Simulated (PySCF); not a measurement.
H₈S₂Si₃.
SMILES with atom numbers: `[SiH3:1][S:2][Si@@H:3]([SiH3:4])[SH:5]` (hydrogens: H6, H7, H8 on Si1; H9 on Si3; H10, H11, H12 on Si4; H13 on S5)

Method: PBE0-D3(BJ)/def2-SVP geometry optimisation, gas phase (PySCF 2.14.0); density fitting, grid level 1; the optimiser is geomeTRIC in internal coordinates, started from a GFN2-xTB structure with every atom displaced at random (about 0.01 Å).

Step 4: E = -45404.4164 eV
```
atom  x, y, z in Å  |  force x, y, z in eV/Å
Si1     2.4223    0.4482   -0.2830   -0.177  -0.002  -0.004
S2      0.8489   -0.4143   -1.4762   -0.047   0.053  -0.079
Si3    -0.6005   -0.8393    0.0753    0.227  -0.172  -0.124
Si4    -1.8550    1.0647    0.5866   -0.097   0.019   0.046
S5     -1.9457   -2.3177   -0.7107   -0.309   0.232   0.109
H6      1.9474    1.7244    0.3324    0.069  -0.005   0.029
H7      3.5550    0.7135   -1.2113    0.004  -0.002  -0.010
H8      2.8290   -0.4958    0.7963    0.053  -0.005   0.033
H9      0.1809   -1.3799    1.2308   -0.046   0.081   0.100
H10    -2.9542    0.7140    1.5400    0.017   0.020  -0.006
H11    -2.4446    1.6098   -0.6724    0.019  -0.038  -0.009
H12    -0.9792    2.1027    1.2086    0.030  -0.012   0.011
H13    -1.0023   -2.9613   -1.4130    0.256  -0.169  -0.098
```

Step 5: E = -45404.4272 eV
```
atom  x, y, z in Å  |  force x, y, z in eV/Å
Si1     2.4854    0.3654   -0.2920   -0.280   0.051  -0.009
S2      0.7960   -0.1222   -1.5363   -0.048   0.053  -0.042
Si3    -0.6106   -0.7072    0.0133    0.451  -0.162  -0.281
Si4    -1.9791    1.0989    0.5538   -0.108   0.055   0.074
S5     -1.8716   -2.2535   -0.7544   -0.425   0.210   0.071
H6      2.1126    1.4884    0.6231    0.109  -0.028   0.034
H7      3.5851    0.7863   -1.2020    0.009   0.001  -0.020
H8      2.8886   -0.8183    0.5176    0.073  -0.022   0.043
H9      0.2723   -1.2343    1.1006   -0.161   0.073   0.191
H10    -3.0549    0.6803    1.5062    0.033   0.029   0.000
H11    -2.6022    1.6188   -0.6994    0.017  -0.042  -0.019
H12    -1.1484    2.1754    1.1682    0.028   0.008   0.028
H13    -0.8712   -3.1090   -0.9952    0.301  -0.226  -0.071
```

Step 6: E = -45404.4446 eV
```
atom  x, y, z in Å  |  force x, y, z in eV/Å
Si1     2.4648    0.3891   -0.2875   -0.142   0.010   0.004
S2      0.8027   -0.1850   -1.5298   -0.044   0.029  -0.017
Si3    -0.6064   -0.7433    0.0220    0.249  -0.133  -0.172
Si4    -1.9456    1.0922    0.5575   -0.064   0.023   0.036
S5     -1.9011   -2.2702   -0.7420   -0.201   0.150   0.040
H6      2.0833    1.5400    0.5864    0.051  -0.013   0.022
H7      3.5601    0.7927   -1.2117    0.001   0.002  -0.014
H8      2.8967   -0.7514    0.5710    0.039  -0.008   0.019
H9      0.2310   -1.2649    1.1478   -0.080   0.063   0.104
H10    -3.0273    0.6975    1.5118    0.013   0.021   0.007
H11    -2.5566    1.6132   -0.7013    0.009  -0.025  -0.008
H12    -1.0986    2.1576    1.1724    0.020  -0.006   0.010
H13    -0.9009   -3.0985   -1.0933    0.149  -0.113  -0.033
```

**Question.** Estimate the geometry and energy of step 7. (The exact step hangs on the optimiser's Hessian estimate; all steps are aligned on step 6, rigid shifts and turns removed.)

**Answer.** E = -45404.4552 eV, largest force 0.064 eV/Å
```
atom  x, y, z in Å  |  force x, y, z in eV/Å
Si1     2.4572    0.3886   -0.2843    0.009  -0.006   0.006
S2      0.7979   -0.1596   -1.5384   -0.022  -0.005   0.016
Si3    -0.5983   -0.7449    0.0082    0.031  -0.033  -0.045
Si4    -1.9420    1.0919    0.5457   -0.006  -0.008  -0.001
S5     -1.9067   -2.2664   -0.7450    0.016   0.029  -0.001
H6      2.0905    1.4940    0.6513   -0.008  -0.005   0.004
H7      3.5310    0.8482   -1.2091   -0.004   0.003  -0.002
H8      2.9315   -0.7781    0.5177    0.002  -0.001  -0.006
H9      0.2093   -1.2444    1.1662   -0.011   0.021   0.018
H10    -3.0221    0.7088    1.5054    0.002   0.011   0.009
H11    -2.5499    1.6031   -0.7185   -0.006   0.000   0.002
H12    -1.0872    2.1552    1.1552    0.006  -0.002  -0.003
H13    -0.9092   -3.1274   -1.0511   -0.008  -0.005   0.004
```

The energy changes by -0.0106 eV. The first-order estimate −F·Δx gives -0.0170 eV and the mean of the old and new forces, exact on a quadratic surface, -0.0102 eV. The step makes an angle of 77° with the force vector and moves no atom by more than 0.080 Å.

What follows is the cost of the whole optimisation. The run took 98 s wall on an Intel Xeon Platinum 8488C with one thread, no GPU, shared host, and the process peaked at 0.54 GiB of memory.
